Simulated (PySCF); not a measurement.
Delta-SCF ions had no search for a lower state. Excitations are Tamm–Dancoff values on a coarser integration grid. The basis has no diffuse functions, so Rydberg states are missing or too high.

Cartesian coordinates (Å):
SMILES: O=CS
```xyz
5

O     -1.4865    -0.8839     0.0317
C     -0.5276    -0.1980    -0.1649
S      0.8584    -0.1276     0.9563
H     -0.4121     0.4501    -1.0507
H      1.5630     0.7583     0.2317
```
Charge 0, multiplicity 1.

Estimate the S1–T1 gap (TDA), LUMO, HOMO, total energy, vertical ionisation energy (Delta-SCF), T1 excitation (TDA), HOMO–LUMO gap and brightest of the four lowest singlets (TDA) that PBE-D3(BJ)/def2-TZVP // B3LYP-D3(BJ)/def2-TZVP in PySCF returns for this input.


- S1–T1 gap (TDA) = 0.58 eV
- LUMO = -2.15 eV
- HOMO = -6.51 eV
- total energy = -512.4842 Ha
- vertical ionisation energy (Delta-SCF) = 10.26 eV
- T1 excitation (TDA) = 4.01 eV
- HOMO–LUMO gap = 4.36 eV
- brightest of the four lowest singlets (TDA) = 5.94 eV
